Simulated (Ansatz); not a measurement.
Job for Ansatz (an electronic-structure program): R-CCSD(T)/def2-QZVPP on LiS-, 2S+1 = 1, a spin state set in the input, which need not be the lowest, a point of a bond scan (R = 2.050 Å). Charge -1. Files ending in .json are basis or fitting sets from the Basis Set Exchange.

Ansatz 0.2 input:
```yaml
crystal:
  periodic: [false, false, false]
  atoms:
    - {symbol: Li, position_ang: [0.00000000, 0.00000000, 0.00000000]}
    - {symbol: S, position_ang: [0.00000000, 0.00000000, 2.05031900]}
basis:
  gaussian:
    orbitals: def2-QZVPP.json
    pivot_positions_ang: [[0.00000000, 0.00000000, 0.00000000], [0.00000000, 0.00000000, 2.05031900]]
total_charge: -1
magnetization: {spin_polarized: false}
correlation: {method: ccsd_t, electrons: valence}
output: {orbitals: {seedname: ./end}}
```

The head of its log:

```
WARN ansatz: RAYON_NUM_THREADS=2 ignored (pool sized by the plan → 2); use --threads N
Functional definition: HF
integrals: 0.12 GiB planned
652 factors; integrals over basis functions are off by at most 3.9e-4 eV
mean field: 0.20 GiB planned
mean field evaluation 1: about -11020.6908 eV, gradient 7.0e0 eV
mean field evaluation 2: about -11020.6913 eV, gradient 7.0e0 eV
mean field evaluation 4: about -11020.9385 eV, gradient 1.4e0 eV
mean field evaluation 8: about -11020.9671 eV, gradient 9.7e-2 eV
mean field evaluation 16: about -11020.9525 eV, gradient 5.7e-1 eV
mean field -11020.96740764 eV, -405.0130819509 hartree, gradient 1.8e-6 eV, S^2 0.000000; 0 other end points of the search recorded, 0 dependent functions left out
5 core orbitals not correlated
reference -11020.96740764 eV, -405.0130819509 hartree; 5, 5 occupied and 95, 95 virtual orbitals, 652 factors
```

What total energy does the run end on?

-405.2958 hartree (reference determinant -405.0131, T1 diagnostic 0.023).
